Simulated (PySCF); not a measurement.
Species: C6H9N3O.
InChI=1S/C6H9N3O/c1-3-9-4-6(5(2)10)7-8-9/h4H,3H2,1-2H3

Torsions of this conformer, `[CH3:1][CH2:2][n:3]1[cH:4][c:5]([C:6]([CH3:7])=[O:8])[n:9][n:10]1`: C1–C2–N3–C4 80°, C4–C5–C6–C7 178°.

The closed-shell ground state was solved at several levels (PySCF, density fitting, gas phase, non-relativistic). The structure is a single PBE0-D3(BJ)/def2-SVP conformer in the gas phase; no vibrational or solvent corrections.

| level | basis functions | total energy (Eh) | HOMO (eV) | LUMO (eV) | gap (eV) | dipole (D) |
| --- | --- | --- | --- | --- | --- | --- |
| B3LYP/pcSseg-1 | 215 | -473.4631 | -7.11 | -1.44 | 5.67 | 3.95 |
| PBE0/pcSseg-1 | 215 | -472.9153 | -7.39 | -1.22 | 6.17 | 3.97 |

(1) What might B3LYP/def2-SVPD (275 basis functions) give for the same quantities?

(2) Over all these levels, which gives the widest orbital gap and which the narrowest?

(3) How far do the dipole and the HOMO energy spread over the levels?

Results:

(1) Total energy -473.1885 Eh, HOMO -7.19 eV, LUMO -1.58 eV, gap 5.61 eV, dipole 3.95 D.

(2) PBE0/pcSseg-1 (global hybrid, 25 % exact exchange) has the widest, 6.17 eV, and B3LYP/def2-SVPD (global hybrid, 20 % exact exchange) the narrowest, 5.61 eV. Functional and basis both differ between the two, so the spread mixes both effects.

(3) The dipole runs from 3.95 to 3.97 D (mean 3.96 D) and the HOMO from -7.39 to -7.11 eV.
